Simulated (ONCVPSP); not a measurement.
## How hard is this H ONCV potential?

H (Z = 1), optimised norm-conserving Vanderbilt (ONCV), made with ONCVPSP 4.0.1 (PBEsol, non-relativistic). Core none, reference 1s1. Waves: 1s: rc 0.95 bohr, ncon 4, nbas 7, qcut 7.6 1/bohr, 3 projectors, debl 1.5 Ha; p scattering state at 0.02 Ha: rc 0.85 bohr, ncon 5, nbas 8, qcut 8 1/bohr, 2 projectors, debl 0.6 Ha. Local part: polynomial inside 0.70 bohr (lpopt 2, dvloc0 4 Ha). Core correction: none.

**Question.** For each optimised wave give the share of its norm inside rc, the residual kinetic energy above qcut (Ha) and the cutoffs (Ha) for errors of 10, 1, 0.1 and 0.01 mHa per electron.

**Answer.**

```tsv
wave	norm inside rc	residual KE	10 mHa	1 mHa	0.1 mHa	0.01 mHa
1s	0.263	1.1e-04	9.0	19.0	29.3	112.3
s projector 2	0.184	2.0e-04	11.6	22.2	31.6	66.5
s projector 3	0.091	3.0e-04	12.3	23.4	33.4	59.2
p projector 1	0.000	5.1e-08	0.1	0.6	1.9	5.5
p projector 2	0.010	2.7e-06	1.9	4.5	11.3	23.6
```

The occupied waves need 19 Ha and 29 Ha for 1 and 0.1 mHa. Rows with under 1 % of the norm inside rc give no meaningful cutoff.
